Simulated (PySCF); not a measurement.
A structure optimised at B3LYP-D3(BJ)/def2-SVP, used in a PySCF frequency run:

```xyz
16

O     -2.9684     2.1883    -0.1757
C     -2.7903     1.0259    -0.4421
C     -1.4503     0.4018    -0.7023
Si    -0.7778    -0.5034     0.8472
Si     1.3055    -1.4432     0.3006
Si     2.7170     0.2665    -0.4853
H     -3.6532     0.3069    -0.4810
H     -1.5244    -0.3482    -1.5079
H     -0.7276     1.1836    -0.9847
H     -1.7608    -1.5456     1.2696
H     -0.6243     0.4838     1.9542
H      1.9086    -2.1114     1.4931
H      1.1133    -2.4677    -0.7720
H      2.8824     1.3036     0.5752
H      4.0593    -0.2610    -0.8678
H      2.0906     0.9059    -1.6808
```
Charge 0, spin multiplicity 1.

Q: Write its SMILES and formula.

A: O=CC[SiH2][SiH2][SiH3], C2H10OSi3

Q: What are its rotational constants (standard atomic weights)?

A: 2.9737, 0.74945, 0.64139 GHz
